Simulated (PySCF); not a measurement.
Output of ΔSCF core-hole calculations on `[Br][Al-]([Br])([Br])[Br]`.

Method: PySCF, delta-SCF UKS SCAN, pcX-2 on the ionised atom, pcseg-1 elsewhere, spin-free X2C. The program numbers atoms from 0. The cycles run on a coarse integration grid; for E(ground) and E(ion) the exchange–correlation energy is redone on a finer one, so they differ from the last cycle, and only they enter the binding energy.

Coordinates (Å, PBE0-D3(BJ)/def2-SVP):
```
Br    -1.817019    -0.920637    -1.115353
Al    -0.000019     0.008155    -0.007113
Br    -0.339494     2.286403     0.299888
Br     1.926313    -0.319203    -1.257955
Br     0.247459    -1.049008     2.046154
```

```
ground state, core basis on atom 1 (Al), 168 functions
  cycle   1  E = -10637.80365609  |g| = 3.87e-01
  cycle   2  E = -10637.81303874  |g| = 3.69e-01
  cycle   3  E = -10637.84627041  |g| = 9.42e-02
  cycle   4  E = -10637.84903505  |g| = 2.08e-02
  cycle   5  E = -10637.84918451  |g| = 2.14e-03
  cycle   6  E = -10637.84918370  |g| = 5.20e-04
  cycle   7  E = -10637.84917934  |g| = 4.88e-05
  E(ground) = -10638.43022827 Eh
hole in Al 1s of atom 1
  cycle   1  E = -10579.34481466  |g| = 3.98e+00
  cycle   2  E = -10578.71927108  |g| = 2.42e+00
  cycle   3  E = -10579.23015015  |g| = 1.21e+00
  cycle   4  E = -10580.25800060  |g| = 4.36e-01
  ...
  cycle   8  E = -10580.37675032  |g| = 9.75e-04
  cycle   9  E = -10580.37675774  |g| = 6.80e-04
  cycle  10  E = -10580.37675424  |g| = 5.98e-05
  E(ion) = -10580.95376750 Eh   <S^2> = 0.7520   hole on atom = 1.000
```

Question: What is the Al 1s binding energy of atom 1?

Answer: (-10580.953767 − (-10638.430228)) Eh × 27.2114 eV/Eh = 1564.01 eV, for the aluminium bonded to 4 Br.

The species carries charge -1, so core ionisation leaves a neutral species. The basis sets have no added diffuse functions. Isolated species at its PBE0-D3(BJ)/def2-SVP geometry, gas phase. The geometry's basis has no diffuse functions, a weakness for an anion.
Labels such as C1 count atoms from 1, the log's own numbers from 0.
